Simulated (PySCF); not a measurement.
## The second ionisation energy along the noble gases

All values are computed (PySCF 2.14, energy differences of UHF-based or UKS calculations, no spin-orbit coupling). Values in eV. The last column holds reference values (NIST; (s) semi-empirical, (t) theoretical, else measured). Unmarked ones compare directly (S terms, centres of terms, or small fine structure); those marked * lie between the lowest fine-structure levels and include a spin-orbit shift.

```
                       element                         configurations     UHF  MP2 (valence)  SCS-MP2 (valence)  CCSD (valence)  CCSD(T) (valence)     LDA  reference
Ne (cc-pVTZ-DK, spin-free X2C)            [He] 2s2 2p5 → [He] 2s2 2p4  39.263         40.721             40.709          40.647             40.676  41.439   40.963 *
Ar (cc-pVTZ-DK, spin-free X2C)            [Ne] 3s2 3p5 → [Ne] 3s2 3p4  26.361         27.326             27.321          27.296             27.327  27.811   27.630 *
Kr (cc-pVTZ-DK, spin-free X2C)  [Ar] 3d10 4s2 4p5 → [Ar] 3d10 4s2 4p4  23.229         24.043             24.039          24.048             24.076  24.609   24.360 *
```

"Valence" correlates the outer s and p shells and, in groups 3 to 12 and the f block, the outer d or f shell, open or full, or the next shell where the ion has no valence electron left; the wider scheme adds the next inner shell.
